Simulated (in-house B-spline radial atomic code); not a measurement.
The numbers below are computed, except where a source is named.
What the choice of pseudopotential does to G0W0 on PBE0: In⁺

All numbers come from a B-spline radial code for spherical atoms, non-relativistic (model numbers for so heavy an element), configuration [Kr] 4d10 5s2, open shells at high spin. Semilocal Troullier-Martins pseudo-atoms, one channel per l, are made with PBE or LDA for several valence sets and radii, with or without a model core, and set against the all-electron atom. One channel fits only the lowest state of its l, so a second state of that l is approximate. All electrons give 5s: PBE0 -15.015 eV, G0W0 -18.260 eV, 4d: PBE0 -29.708 eV, G0W0 -34.44 eV. Potentials are made in the ion's own configuration unless the neutral atom is named, and a smooth local potential serves every l without a channel. Potentials that miss their own reference levels by more than 6 millihartree, or need radii over 3.5 bohr, are left out. Columns give pseudo minus all-electron, in eV; a dash marks a level in the core or of low weight.

| valence | made with | radii (bohr) | model core (bohr) | 5s PBE0 | 5s G0W0 | 4d PBE0 | 4d G0W0 |
| --- | --- | --- | --- | --- | --- | --- | --- |
| 5s | PBE, neutral atom | s 2.25 p 2.92 | none | -0.05 | +0.27 | - | - |
| 5s | LDA | s 2.87 p 3.40 | none | -0.56 | -0.27 | - | - |
| 4d 5s | PBE | s 1.76 p 2.15 d 0.75 | none | -0.17 | -0.53 | +1.06 | +2.87 |
| 4d 5s | PBE, neutral atom | s 2.03 p 2.63 d 0.84 | none | -0.16 | -0.52 | +1.11 | +3.04 |
| 4d 5s | PBE | s 2.87 p 3.40 d 1.21 | none | -0.18 | -0.58 | - | - |
| 4d 5s | PBE, neutral atom | s 2.25 p 2.92 d 0.93 | 0.75 | -0.21 | -0.57 | +1.66 | +3.72 |
| 4p 4d 5s | PBE, neutral atom | s 1.80 p 0.66 d 0.75 | none | -0.43 | -1.22 | +0.27 | +0.70 |
| 4p 4d 5s | LDA, neutral atom | s 2.03 p 0.74 d 0.84 | none | -0.35 | -1.06 | +0.24 | +0.67 |
| 4p 4d 5s | PBE, neutral atom | s 2.59 p 0.95 d 1.07 | none | -0.36 | -1.14 | - | - |
| 4p 4d 5s | LDA, neutral atom | s 2.93 p 1.08 d 1.21 | none | -0.41 | -1.35 | - | - |
| 4p 4d 5s | PBE, neutral atom | s 2.03 p 0.74 d 0.84 | 0.58 | -0.38 | -1.09 | - | - |
| 4p 4d 5s | PBE, neutral atom | s 2.93 p 1.08 d 1.21 | 0.58 | -0.42 | -1.34 | +0.57 | +1.38 |
| 4s 4p 4d 5s | LDA, neutral atom | s 0.80 p 0.83 d 0.93 | 0.56 | -0.14 | -0.15 | -0.15 | -0.27 |
| 4s 4p 4d 5s | PBE, neutral atom | s 0.92 p 0.95 d 1.07 | 0.56 | -0.13 | -0.12 | -0.12 | -0.22 |

(1) How does the G0W0 shift of 5s, which all sets hold, depend on the valence set?

Answers

(1) Mean size: 4s 4p 4d 5s: 0.13 eV; 5s: 0.27 eV; 4d 5s: 0.55 eV; 4p 4d 5s: 1.20 eV. A semicore state feels strong exchange with the other subshells of its n, so the gain is largest when that whole shell is in the valence. A larger valence set can do worse when it takes only part of a shell, whose exchange with the frozen rest is then left to the functional. The means mix radii and the functional used in making the potentials.
